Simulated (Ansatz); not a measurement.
BH₆SSbSi, SMILES `SB[SiH2][SbH2]`. Total charge 0; spin multiplicity 1. Sb takes the def2 core potential. The geometry is a stationary point of PBE0-D4/def2-TZVP. It is one conformer, not always the lowest.

```xyz
10

S    -0.393    2.366   -0.497
B    -0.010    0.700   -0.944
Si    1.188   -0.368    0.234
Sb   -0.370   -1.891    1.628
H    -1.293    2.663   -1.454
H    -0.525    0.206   -1.900
H     1.995    0.429    1.199
H     2.101   -1.270   -0.521
H    -1.308   -2.266    0.248
H    -1.385   -0.569    2.006
```

(1) What is the dipole moment at ωB97M-V/def2-TZVPP? (An estimate is asked.)

(2) And with PBE, r2SCAN, B3LYP? (Best estimate.)

(3) Give the Mulliken charges with ωB97M-V, PBE, r2SCAN in def2-TZVPP. (An estimate is asked.)

## Answers

(1) The calculation gave: 0.99 D, with components (-0.44, 0.48, -0.74) D in this frame, pointing from negative to positive charge.

(2) Computed: PBE 0.78 D, r2SCAN 0.85 D, B3LYP 0.79 D.

(3) Ansatz gave: 
```tsv
atom	ωB97M-V	PBE	r2SCAN
S1	-0.09	-0.10	-0.09
B2	-0.07	0.02	-0.01
Si3	-0.02	-0.02	0.08
Sb4	0.11	0.20	0.21
H5	0.12	0.12	0.10
H6	0.09	0.04	0.03
H7	-0.02	-0.05	-0.07
H8	-0.02	-0.05	-0.07
H9	-0.06	-0.07	-0.09
H10	-0.06	-0.07	-0.09
```

B3LYP here is the variant with VWN-RPA as its local correlation; programs differ in this.
